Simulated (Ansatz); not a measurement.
Process, species as SMILES: O[Si](Br)(Br)Br [tribromo(hydroxy)silane] -> [O][Si](Br)(Br)Br + H atom (the H-O bond at the site shown breaks; other sites are not compared here)
Geometries: B3LYP-D3(BJ)/def2-TZVP minima from Ansatz (a quantum-chemistry and plane-wave program), one conformer each, not searched for the lowest. Frequencies are from Ansatz.
Geometry of the first species:
SMILES: Br[Si](Br)(Br)O
```xyz
6

Si    -0.3854     0.0297    -0.2892
Br    -0.6666    -1.5689     1.2211
Br    -0.0672     1.9442     0.7825
Br     1.3425    -0.4252    -1.5709
O     -1.6718     0.1260    -1.2757
H     -2.5319     0.3209    -0.8897
```
Charge 0, spin multiplicity 1.

Property: bond dissociation energy (0 K, with B3LYP-D3(BJ) harmonic zero-point energies), in eV. Correlated levels leave the core frozen unless marked. Open shells are spin-unrestricted. Spin-orbit coupling is left out. The frozen core is the preceding noble-gas configuration, with the filled d and f shells of earlier blocks. Non-relativistic. Basis-set limits of correlation are two-point, X^-3; Hartree-Fock from the larger set. The bracket is a focal-point correction in the basis named.

```json
[
 {"level": "BHLYP-D3(BJ)/def2-TZVPD", "program": "Ansatz + dftd3", "bond dissociation energy (eV)": "4.96"}
]
```

### Question
What does RI-MP2/CBS(def2-TZVPP,def2-QZVPP)+[CCSD(T)-MP2]/def2-TZVPP (Ansatz) give?

### Answer
5.32 eV, so BHLYP-D3(BJ)/def2-TZVPD differs from it by -0.36 eV.
